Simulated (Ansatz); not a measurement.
Gas-phase electronic energies from Ansatz, PBE0-D4/def2-TZVP geometries. CBS: MP2 limit from def2 TZ/QZ plus the TZ coupled-cluster correction, frozen cores. Functionals use def2-TZVPP. B3LYP here is the variant with VWN-RPA as its local correlation; programs differ in this. HSE06 is defined as in plane-wave codes. def2 core potentials past Kr. For Mg, Sn outer-core shells are correlated without core-valence functions, which leaves a few kJ/mol of doubt a bond. One conformer a species, not always the lowest.

Consider the ligand exchange at the Si–O bond: `C[O][Mg][O][SiH3]` + `[OH][Sn][F]` → `[F][Sn][O][SiH3]` + `C[O][Mg][OH]`.

```tsv
level	ΔE (kcal/mol)	difference from CCSD(T)/CBS
LDA (SPW92)	3.0	-0.2
revPBE-D4	2.8	-0.4
BLYP-D4	1.9	-1.3
r2SCAN-D4	3.1	-0.1
B97M-V	3.2	0.0
PBE0-D4	2.5	-0.7
B3LYP-D4	1.8	-1.4
r2SCANh-D4	3.0	-0.2
r2SCAN0-D4	2.8	-0.4
HSE06-D4	2.6	-0.6
CAM-B3LYP-D4	1.8	-1.4
ωB97X-V	2.2	-1.0
ωB97M-V	2.1	-1.1
B2PLYP	2.7	-0.5
PBE-QIDH	2.8	-0.4
PBE	3.3	0.1
revPBE	3.6	0.4
BLYP	3.1	-0.1
r2SCAN	3.3	0.1
PBE0	3.1	-0.1
B3LYP	2.8	-0.4
r2SCANh	3.1	-0.1
r2SCAN0	2.9	-0.3
HSE06	3.1	-0.1
BHLYP	2.5	-0.7
CAM-B3LYP	2.4	-0.8
LC-ωPBE	2.5	-0.7
RPA@PBE/def2-TZVPP	3.6	0.4
HF/def2-SVP	0.4	-2.8
MP2/def2-SVP	0.6	-2.6
CCSD(T)/def2-SVP	1.0	-2.2
MP2/def2-TZVPP	2.3	-0.9
SCS-MP2/def2-TZVPP	2.4	-0.8
CCSD/def2-TZVPP	2.7	-0.5
CCSD(T)/def2-TZVPP	2.8	-0.4
HF/def2-QZVPP	2.7	-0.5
MP2/def2-QZVPP	2.6	-0.6
SCS-MP2/def2-QZVPP	2.8	-0.4
HF/CBS(def2)	2.8	-0.4
CCSD/CBS(def2)	3.0	-0.2
CCSD(T)/CBS	3.2	0
```

Largest T1 diagnostic among the species: 0.018.

Leaving LDA and LC-ωPBE aside and taking each functional with its dispersion term where it has one, the values, not all of them listed here, spread over 1.9 kcal/mol, from BHLYP-D4 to B97M-V. The D4 term adds −1.0 kcal/mol with B3LYP and −0.6 kcal/mol with PBE0; it sums over pairs of atoms, weighted by their polarisabilities, and B3LYP, whose exchange is more repulsive, gets the larger term.
